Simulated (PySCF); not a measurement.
H$_{3}$NSe, singlet, geometry from GFN2-xTB, with bond 5-3 at 1.4 times its length; PySCF with CASSCF(2,3)/6-31G*.

Here is a job for PySCF.
```python
from pyscf import gto, scf, mcscf
import numpy

mol = gto.M(
    atom='''
Se   -0.037881    0.311987    0.232875
H    -1.257892    0.781923   -0.447017
N     0.344747   -1.211522   -0.729148
H     0.529788   -1.007783   -1.706305
H    -0.693923   -2.176842   -0.632876
''',
    basis='6-31g*',
    charge=0,
    spin=0,
    verbose=4,
)

mf = scf.RHF(mol)
mf.kernel()
mc = mcscf.CASSCF(mf, 3, 2)
mc.fix_spin_(ss=0.0)
mc.kernel()
occ = numpy.linalg.eigvalsh(mc.fcisolver.make_rdm1(mc.ci, mc.ncas, mc.nelecas))[::-1]
ss = mc.fcisolver.spin_square(mc.ci, mc.ncas, mc.nelecas)[0]
print('natural occupations', occ.round(4), ' <S^2>', round(ss, 4))
```

Task: Predict the main parts of the log of this PySCF run.

Result: 
```
PySCF version 2.14.0

[INPUT] verbose = 4
[INPUT] num. atoms = 5
[INPUT] num. electrons = 44
[INPUT] charge = 0
[INPUT] spin (= nelec alpha-beta = 2S) = 0
[INPUT] symmetry False subgroup None
[INPUT] Mole.unit = angstrom
[INPUT] Symbol           X                Y                Z      unit          X                Y                Z       unit  Magmom
[...]
nuclear repulsion = 102.98502605396
number of shells = 24
number of NR pGTOs = 134
number of NR cGTOs = 52
basis = 6-31g*
ecp = {}

******** <class 'pyscf.scf.hf.RHF'> ********
method = RHF
initial guess = minao
damping factor = 0
level_shift factor = 0
DIIS = <class 'pyscf.scf.diis.CDIIS'>
diis_start_cycle = 1
diis_space = 8
diis_damp = 0
SCF conv_tol = 1e-09
SCF conv_tol_grad = None
SCF max_cycles = 50
direct_scf = True
direct_scf_tol = 1e-13
Set gradient conv threshold to 3.16228e-05
Initial guess from minao.
init E= -2454.49978031298
[...]
cycle= 1 E= -2455.59397977332  delta_E= -1.09  |g|= 0.26  |ddm|= 2.11
[...]
cycle= 2 E= -2455.61965786977  delta_E= -0.0257  |g|= 0.0823  |ddm|= 0.358
[...]
cycle= 3 E= -2455.62206616097  delta_E= -0.00241  |g|= 0.0328  |ddm|= 0.103
[...]
cycle= 4 E= -2455.62257511239  delta_E= -0.000509  |g|= 0.0154  |ddm|= 0.0551
[...]
cycle= 5 E= -2455.62269266052  delta_E= -0.000118  |g|= 0.00408  |ddm|= 0.025
[...]
cycle= 6 E= -2455.6227121066  delta_E= -1.94e-05  |g|= 0.00146  |ddm|= 0.0145
[...]
cycle= 7 E= -2455.62271391591  delta_E= -1.81e-06  |g|= 0.000585  |ddm|= 0.00379
[...]
cycle= 8 E= -2455.62271427162  delta_E= -3.56e-07  |g|= 0.000178  |ddm|= 0.00196
[...]
cycle= 9 E= -2455.6227143115  delta_E= -3.99e-08  |g|= 5.4e-05  |ddm|= 0.000649
[...]
cycle= 10 E= -2455.62271431515  delta_E= -3.66e-09  |g|= 1.78e-05  |ddm|= 0.000199
[...]
cycle= 11 E= -2455.62271431555  delta_E= -4.02e-10  |g|= 5.02e-06  |ddm|= 6.68e-05
[...]
Extra cycle  E= -2455.62271431557  delta_E= -1.46e-11  |g|= 2.74e-06  |ddm|= 9.43e-06
converged SCF energy = -2455.62271431557

******** <class 'pyscf.mcscf.mc1step.CASSCF'> ********
CAS (1e+1e, 3o), ncore = 21, nvir = 28
max_cycle_macro = 50
max_cycle_micro = 4
conv_tol = 1e-07
conv_tol_grad = None
orbital rotation max_stepsize = 0.02
orbital rotation threshold for CI restart = 0.01
augmented hessian ah_max_cycle = 30
augmented hessian ah_conv_tol = 1e-12
augmented hessian ah_linear dependence = 1e-14
augmented hessian ah_level shift = 1e-08
augmented hessian ah_start_tol = 2.5
augmented hessian ah_start_cycle = 3
[...]
ci_grad_trust_region = 3
with_dep4 0
natorb = False
canonicalization = True
sorting_mo_energy = False
ao2mo_level = 2
internal_rotation = False
******** <class 'pyscf.fci.addons.SpinPenaltyFCISolver'> ********
max. cycles = 50
conv_tol = 1e-08
davidson only = True
linear dependence = 1e-12
level shift = 0.001
max iter space = 12
nroots = 1
pspace_size = 400
spin = None
CASCI E = -2455.62325273525  S^2 = 0.0000000
Set conv_tol_grad to 0.000316228
macro iter   1 ( 21 JK    4 micro), CASSCF E = -2455.62430974308  dE = -1.05700782e-03  S^2 = 0.0000000
               |grad[o]|=0.00152  |grad[c]|=0.0158  |ddm|=0.00382  |maxRot[o]|=0.166
macro iter   2 ( 21 JK    4 micro), CASSCF E = -2455.63596520405  dE = -1.16554610e-02  S^2 = 0.0000000
               |grad[o]|=0.00564  |grad[c]|=0.0165  |ddm|=0.0361  |maxRot[o]|= 0.31
macro iter   3 ( 21 JK    4 micro), CASSCF E = -2455.64760636132  dE = -1.16411573e-02  S^2 = 0.0000000
               |grad[o]|=0.026  |grad[c]|=0.0199  |ddm|=0.0359  |maxRot[o]|=0.158
macro iter   4 ( 20 JK    4 micro), CASSCF E = -2455.65650616939  dE = -8.89980807e-03  S^2 = 0.0000000
               |grad[o]|=0.0269  |grad[c]|=0.0197  |ddm|=0.0175  |maxRot[o]|=0.198
macro iter   5 ( 21 JK    4 micro), CASSCF E = -2455.65912688695  dE = -2.62071757e-03  S^2 = 0.0000000
               |grad[o]|=0.0138  |grad[c]|=0.00801  |ddm|=0.00984  |maxRot[o]|=0.237
macro iter   6 ( 21 JK    4 micro), CASSCF E = -2455.66012993462  dE = -1.00304766e-03  S^2 = 0.0000000
               |grad[o]|=0.00488  |grad[c]|=0.00454  |ddm|=0.00283  |maxRot[o]|=0.268
macro iter   7 ( 21 JK    4 micro), CASSCF E = -2455.66025262893  dE = -1.22694310e-04  S^2 = 0.0000000
               |grad[o]|=0.00311  |grad[c]|=0.000546  |ddm|=0.00105  |maxRot[o]|=0.0794
macro iter   8 ( 14 JK    2 micro), CASSCF E = -2455.66025312792  dE = -4.98996542e-07  S^2 = 0.0000000
               |grad[o]|=0.000324  |grad[c]|=5.65e-05  |ddm|=0.000158  |maxRot[o]|=0.00493
macro iter   9 (  3 JK    1 micro), CASSCF E = -2455.66025313631  dE = -8.39099812e-09  S^2 = 0.0000000
               |grad[o]|=0.000106  |grad[c]|=2.22e-05  |ddm|=4.43e-05  |maxRot[o]|=0.000333
1-step CASSCF converged in   9 macro (163 JK  31 micro) steps
CASSCF canonicalization
Density matrix diagonal elements [1.92378931 0.04208881 0.03412188]
CASSCF energy = -2455.66025313631
CASCI E = -2455.66025313631  E(CI) = -1.67795480972700  S^2 = 0.0000000
natural occupations [1.9239e+00 7.4600e-02 1.5000e-03]  <S^2> 0.0
```
